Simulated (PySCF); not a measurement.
Eu(NH2)3 at several levels of theory

Computed with PySCF 2.14.0 (density fitting, no spin-orbit coupling) at the geometry relaxed with B3LYP:

```xyz
10
Eu(NH2)3 (singlet in the valence; each metal's 4f electrons, 6 of them, lie in its core potential, out of spins and levels)
Eu   -0.0079   -0.0094    0.0630
N     2.2157    0.0019    0.0033
H     2.8389    0.8111    0.0719
H     2.8390   -0.8022   -0.1088
N    -1.1105    1.9153    0.2309
H    -0.6971    2.8490    0.2985
H    -2.1217    2.0723    0.2345
N    -1.1144   -1.9213   -0.2088
H    -2.1275   -2.0622   -0.2445
H    -0.7145   -2.8545   -0.3401
```

| level | basis | state | HOMO (eV) | gap (eV) | charge on Eu1 (e) | population of f-type functions on Eu1 (polarisation alone where 4f lies in the core) | dipole about the centre of mass (D) | largest force component (eV/Å) |
| --- | --- | --- | --- | --- | --- | --- | --- | --- |
| B3LYP | Eu lcecp-1-SVP with ECP52, N def2-SVP, H def2-SVP | singlet | -5.72 | 4.29 | 0.86 | 0.06 | 0.20 | 0.02 |
| PBE | the same | singlet | -4.64 | 2.85 | 0.73 | 0.06 | 0.19 | 0.43 |
| BLYP | the same | singlet | -4.51 | 2.71 | 0.70 | 0.06 | 0.19 | 0.35 |
| revPBE | the same | singlet | -4.57 | 2.92 | 0.77 | 0.06 | 0.19 | 0.33 |
| B3LYP | Eu lcecp-1-TZVP with ECP52, N def2-TZVP, H def2-TZVP | singlet | -5.93 | 4.42 | 1.56 | 0.06 | 0.22 | 0.56 |

In the lcecp rows the 4f levels are missing from HOMO and gap, and the state counts the valence alone.

Charges are Mulliken's, which hang on the basis. The relaxation used the grid (50, 194), these runs (75, 302) or, all-electron (x2c bases, spin-free X2C Hamiltonian), (99, 590).

(1) What does HF with Eu lcecp-1-SVP with ECP52, N def2-SVP, H def2-SVP give here?

An lcecp potential fixes the number of 4f electrons, so in runs with it no electron can move into or out of that shell.

Results:

(1) state singlet, HOMO (eV) -9.27, gap (eV) 10.20, charge on Eu1 (e) 1.38, population of f-type functions on Eu1 (polarisation alone where 4f lies in the core) 0.07, dipole about the centre of mass (D) 0.25, largest force component (eV/Å) 1.10. Time: 2.4 s on 2 threads of Arm Neoverse V2, with other jobs on the host, from an already converged density.
